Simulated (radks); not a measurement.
Coulomb parameter of the 3d shell of the manganese ion Mn3+ in the model configuration [Ar] 3d2 4p2, as a second difference U = [E(n + 0.25) + E(n - 0.25) - 2 E(n)] / (0.25)^2 with all orbitals relaxed. "Bare": the charge of the atom changes with n. "Screened": the 4p shell takes up the change at fixed total charge, which measures U(3d,3d) + U(4p,4p) - 2 U(3d,4p). All-electron calculation, Dirac Kohn-Sham, LDA (Slater exchange, Perdew-Wang correlation), spin-unpolarised, spherical densities, point nucleus; open shells are shared between the two j in proportion to 2j + 1. Program: a radial shooting solver on a logarithmic mesh with Libxc functionals.

| case | configuration | E - E(n) (eV) |
|---|---|---|
| start | [Ar] 3d2 4p2 | 0.000 |
| bare +0.25 | [Ar] 3d2.25 4p2 | -14.010 |
| bare -0.25 | [Ar] 3d1.75 4p2 | 15.277 |
| screened +0.25 | [Ar] 3d2.25 4p1.75 | -7.149 |
| screened -0.25 | [Ar] 3d1.75 4p2.25 | 7.562 |

U(bare) = 20.271 eV, U(screened by 4p) = 6.611 eV.
